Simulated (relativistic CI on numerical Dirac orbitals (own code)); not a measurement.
One change at a time: Pt LXI

Base calculation: Dirac-Coulomb-Breit CI, orbitals from a KLI potential per configuration, QED by a radiative potential, unscaled Slater integrals.

Configurations in the expansion (outside the closed core [Ne]): 3s2 3p6, 3s2 3p5 3d, 3s 3p6 3d, 3s2 3p5 4s, 3s2 3p5 4p, 3s2 3p5 4d, 3s 3p6 4s, 3s2 3p5 4f, 3p6 3d2, 3p5 3d3, 3p5 3d2 4s, 3p5 3d2 4p, 3p5 3d2 4d, 3p6 3d 4s, 3p5 3d 4s2, 3p5 3d 4s 4p, 3p5 3d 4s 4d. Double excitations out of closed p, d and f shells are left out; levels of such configurations are missing from the list, as are those of other unlisted configurations, and high levels can miss mixing partners. These lack a partner that the ground configuration has and come out too high: 3s2 3p5 4f.

The lowest level and the first level of each name with at least 55 % of one term (blank where a level has no safe partner in the second run):

```csv
Level,Base (eV),Shift (eV)
3s2 3p6 1S_0,0.00,0.00
3s2 3p5 3d 3P°_0,254.04,+1.22
3s2 3p5 3d 3P°_1,266.61,+1.90
3s2 3p5 3d 3F°_3,270.52,+2.54
3s2 3p5 3d 3F°_4,362.86,+5.07
3s2 3p5 3d 3D°_3,381.00,+4.37
3s2 3p5 3d 3F°_2,711.34,+7.11
3s 3p6 3d 3D_1,950.75,+1.78
3s 3p6 3d 3D_2,958.19,+2.21
3s 3p6 3d 3D_3,1050.76,+4.61
3s 3p6 3d 1D_2,1065.98,+4.24
3p6 3d2 3F_2,1919.78,+3.94
3p6 3d2 3P_0,1946.51,+2.78
3p6 3d2 3F_3,2015.52,+6.44
```

At this charge energies of transitions that change n are usually good to better than 1 %, and those within a shell (Δn = 0) to a few per cent.

Task: One thing was changed in a second run, which moved the levels as shown. Which?
A. Breit term removed
B. QED terms removed
C. only the first 3 configurations
D. configuration mixing switched off

Result: A. Breit term removed. The Breit term mainly narrows fine-structure intervals, so removing it widens them.

LS names give the leading component of a level, which can be under half, so a name can repeat, a term be missing and a line seem to break the LS rules.
